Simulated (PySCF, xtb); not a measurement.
ZnI, SMILES [Zn+][I], charge +1.

GFN2-xTB (xtb 6.7.1) at its own geometry gives an orbital gap of 1.75 eV.

Geometry: B3LYP-D3(BJ)/def2-TZVP. The multiplicity is an assumed one; other spin states were not compared. The def2 effective core potentials stand for the cores of I; spin–orbit coupling is left out.

What does PBE/def2-TZVPD (PySCF) give? (The exact figures need the calculation; the answer reports its results.)

gap 1.07 eV (levels -12.24 and -11.17 eV).
